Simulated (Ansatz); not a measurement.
The cluster Re₂O₂⁺. Charge 1, multiplicity 2. Geometry PBE0-D4/def2-TZVP; atoms count from 1.

| atom | x (Å) | y (Å) | z (Å) |
| --- | --- | --- | --- |
| Re1 | 1.3365 | -0.4802 | -0.2385 |
| Re2 | -1.3822 | 0.4966 | 0.2466 |
| O3 | -0.0467 | -0.6935 | 0.9863 |
| O4 | 0.0925 | 0.6771 | -0.9944 |

In the def2 sets Re takes a core potential; there is no spin–orbit coupling. The charge 1 doublet is spin-contaminated (final ⟨S²⟩ up to 4.20, 0.75 for a pure state). No other spin state of charge 1 was run. The geometry of the doublet was relaxed on an unsound state (⟨S²⟩ 4.20, where a pure state has 0.75). Another isomer (doublet) lies 0.61 eV lower at PBE0-D4/def2-TZVP; other spin states weren't run for this one.

Problem. Estimate the Mulliken populations from the PBE0/def2-TZVP orbitals of Ansatz.

Solution. 
```
atom  charge (e)  spin (α − β)  d electrons
 Re1        1.08         -3.31         5.13
 Re2        0.92          4.50         4.83
  O3       -0.50         -0.10            –
  O4       -0.50         -0.10            –
```
Mulliken values and Mayer orders depend strongly on the basis.

Problem. Where does the spin sit?

Solution. Summed by element: Re 1.20, O -0.20, of 1 unpaired in all. Largest on single atoms: Re2 4.50, Re1 -3.31, O4 -0.10.

Problem. And the Mayer bond orders between bonded heavy atoms (over 0.3)?

Solution. Re1–Re2 0.40 (2.93 Å); Re1–O3 1.20 (1.86 Å); Re1–O4 1.20 (1.86 Å); Re2–O3 0.96 (1.94 Å); Re2–O4 0.96 (1.94 Å).
